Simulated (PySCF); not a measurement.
Estimate the missing entries of this data sheet.

C7H5ClO.
Cartesian coordinates in Å at the GFN2-xTB level; atoms count from 1:
```xyz
14
C7H5ClO angstrom
O      2.902   -1.086   -0.648
C      2.293   -0.138   -0.267
Cl     3.196    1.335    0.150
C      0.844   -0.030   -0.092
C      0.200    1.121    0.359
C     -1.175    1.132    0.493
C     -1.918    0.004    0.182
C     -1.284   -1.145   -0.266
C      0.089   -1.166   -0.404
H      0.778    2.000    0.600
H     -1.671    2.026    0.841
H     -2.993    0.020    0.290
H     -1.863   -2.023   -0.508
H      0.601   -2.050   -0.752
```

```csv
property,level,value
point group of the GFN2-xTB geometry,GFN2-xTB,?
"rotational constants A, B, C of the GFN2-xTB geometry",GFN2-xTB,?
dipole moment,wB97X-D/def2-SVPD,4.03 D
HOMO energy,wB97X-D/def2-SVPD,?
LUMO energy,wB97X-D/def2-SVPD,?
lowest singlet excitation,TDDFT wB97X-D/def2-SVPD,"4.64 eV (267 nm, f = 0.000)"
strongest line among the 8 lowest singlet transitions,TDDFT wB97X-D/def2-SVPD,?
lowest triplet excitation (Tamm–Dancoff),TDA wB97X-D/def2-SVPD,3.78 eV
static isotropic polarisability,wB97X-D/def2-SVPD,?
electronic spatial extent ⟨r²⟩ about the centre of nuclear charge,wB97X-D/def2-SVPD,?
```

Electronic properties: PySCF, gas phase, density fitting.

The strongest line among the 8 lowest singlet transitions?

S7 at 6.87 eV (180 nm, f = 0.523).

The static isotropic polarisability?

96.9 au.

Give the HOMO energy.

-9.83 eV.

What are the rotational constants A, B, C of the GFN2-xTB geometry?

3.173, 0.950, 0.731 GHz.

What is the point group of the GFN2-xTB geometry?

Cs.

Give the LUMO energy.

-0.60 eV.

Give the electronic spatial extent ⟨r²⟩ about the centre of nuclear charge.

1440 bohr².

The largest Löwdin shares of the LUMO are 0.21 on C2, 0.17 on O1, 0.13 on C7 and 0.11 on C4. No computed singlet falls in the visible range (750 to 380 nm, 1.65 to 3.26 eV); S1 lies 1.38 eV above its blue end. The principal polarisabilities are 56.8, 103.8 and 130.0 au; their mean is the isotropic value.

For the TDDFT job (wB97X-D/def2-SVPD), hardware: one thread of an Arm Neoverse V1, shared host. Cost: 70 s wall (grids of density and orbitals included).

One conformer stands for the species.
